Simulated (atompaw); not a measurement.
# Plane-wave convergence, PAW (atompaw) potential for vanadium

atompaw 4.2.0.5 input, output lines left out:

```
V 23
GGA-PBE scalarrelativistic loggrid 1500 logderivrange -3 5 201
4 4 3 0 0 0
4 0 1.5
4 1 0
3 2 3
0 0 0
c
c
c
v
c
c
v
v
2
3.00 3.00 2.55 2.15
y
3.85
n
y
1.1
n
y
0.15
n
custom rrkj gramschmidtortho gaussian
3 -0.5 troulliermartins
3.00
3.00
3.00
3.00
1.25
1.25
```

The pseudo-atom Hamiltonian at the reference potential is diagonalised in spherical Bessel functions j_l(qr) that vanish at 20 bohr, with q² up to the cutoff. All-electron valence levels (Ry): 4s -0.5662, 4p -0.2955, 3d -0.6417.

Problem. How do the lowest levels (Ry) of each channel move with the cutoff, and are there ghosts?

Solution.

| cutoff (Ry) | s #1 | p #1 | d #1 | f #1 | Σ f·Δε (mRy) |
| --- | --- | --- | --- | --- | --- |
| 8 | -0.5662 | -0.2955 | -0.0979 | 0.0282 | 1631.4 |
| 15 | -0.5662 | -0.2955 | -0.1323 | 0.0282 | 1528.1 |
| 21 | -0.5662 | -0.2955 | -0.2245 | 0.0282 | 1251.6 |
| 35 | -0.5662 | -0.2955 | -0.4931 | 0.0282 | 445.8 |
| 50 | -0.5662 | -0.2955 | -0.6262 | 0.0282 | 46.3 |
| 70 | -0.5662 | -0.2955 | -0.6410 | 0.0282 | 2.2 |
| 90 | -0.5662 | -0.2955 | -0.6412 | 0.0282 | 1.5 |
| 120 | -0.5662 | -0.2955 | -0.6416 | 0.0282 | 0.2 |
| 400 | -0.5662 | -0.2955 | -0.6417 | 0.0282 | 0.0 |

Result: no extra level below or beside the all-electron valence levels (s, p, d, f tested); 10 mRy is reached at 60 Ry and 1 mRy at 100 Ry.
